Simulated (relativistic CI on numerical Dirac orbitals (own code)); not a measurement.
Charge states of copper

Calculated at this level of theory: Dirac-Coulomb-Breit CI, separate exchange-only KLI orbitals for each configuration, model QED (radiative potential, 1s self-energy scaled to tabulated hydrogen-like ionisation energies), valence Slater integrals scaled by 0.9 (own radial code, finite nucleus).

Each species is treated in one configuration, given outside its closed core. Radial values are for the open shell of highest l, unscaled and averaged over j; ζ includes the Breit term. Labels give the leading LS character, summed over repeated terms.

| Ion | Configuration | Its lowest level | LS weight (%) | g_J | g√(J(J+1)) | Next level | E (cm⁻¹) | F² (cm⁻¹) | F⁴ (cm⁻¹) |
| --- | --- | --- | --- | --- | --- | --- | --- | --- | --- |
| Cu | 3d10 4s | 2S_1/2 | 100 | 2.002 | 1.73 |  |  |  |  |
| Cu+ | 3d10 | 1S_0 | 100 |  | 0.00 |  |  |  |  |
| Cu2+ | 3d9 | 2D_5/2 | 100 | 1.200 | 3.55 | 2D_3/2 | 1999.8 |  |  |
| Cu3+ | 3d8 | 3F_4 | 100 | 1.250 | 5.59 | 3F_3 | 1809.5 | 111600 | 69610 |
| Cu4+ | 3d7 | 4F_9/2 | 100 | 1.332 | 6.63 | 4F_7/2 | 1581.7 | 119300 | 74830 |
| Cu5+ | 3d6 | 5D_4 | 100 | 1.499 | 6.71 | 5D_3 | 1175.4 | 126700 | 79750 |
| Cu6+ | 3d5 | 6S_5/2 | 100 | 2.000 | 5.92 | 4G_11/2 | 45829 | 133600 | 84440 |
| Cu7+ | 3d4 | 5D_0 | 99 |  | 0.00 | 5D_1 | 370.31 | 140300 | 88940 |
| Cu8+ | 3d3 | 4F_3/2 | 99 | 0.400 | 0.77 | 4F_5/2 | 1219 | 146700 | 93270 |
| Cu9+ | 3d2 | 3F_2 | 99 | 0.668 | 1.64 | 3F_3 | 2411.8 | 152900 | 97470 |
| Cu10+ | 3d | 2D_3/2 | 100 | 0.799 | 1.55 | 2D_5/2 | 3992.5 |  |  |
| Cu11+ | 3s2 3p6 | 1S_0 | 100 |  | 0.00 |  |  |  |  |
| Cu12+ | 3s2 3p5 | 2P°_3/2 | 100 | 1.333 | 2.58 | 2P°_1/2 | 28872 |  |  |
| Cu13+ | 3s2 3p4 | 3P_2 | 92 | 1.461 | 3.58 | 3P_0 | 23823 | 162200 |  |
| Cu14+ | 3s2 3p3 | 4S°_3/2 | 93 | 1.952 | 3.78 | 2D°_3/2 | 48730 | 164800 |  |
| Cu15+ | 3s2 3p2 | 3P_0 | 94 |  | 0.00 | 3P_1 | 18657 | 167400 |  |
| Cu16+ | 3s2 3p | 2P°_1/2 | 100 | 0.664 | 0.58 | 2P°_3/2 | 33769 |  |  |
| Cu17+ | 3s2 | 1S_0 | 100 |  | 0.00 |  |  |  |  |
| Cu18+ | 3s | 2S_1/2 | 100 | 2.000 | 1.73 |  |  |  |  |
| Cu19+ | 2s2 2p6 | 1S_0 | 100 |  | 0.00 |  |  |  |  |
| Cu20+ | 2s2 2p5 | 2P°_3/2 | 100 | 1.330 | 2.57 | 2P°_1/2 | 168710 |  |  |
| Cu21+ | 2s2 2p4 | 3P_2 | 85 | 1.423 | 3.49 | 3P_0 | 104830 | 487500 |  |
| Cu22+ | 2s2 2p3 | 4S°_3/2 | 75 | 1.791 | 3.47 | 2D°_3/2 | 162710 | 496100 |  |
| Cu23+ | 2s2 2p2 | 3P_0 | 87 |  | 0.00 | 3P_1 | 130820 | 504600 |  |

With one configuration, terms of near-neutral atoms and ions can be 10 to 25 % off, and close levels can change places.
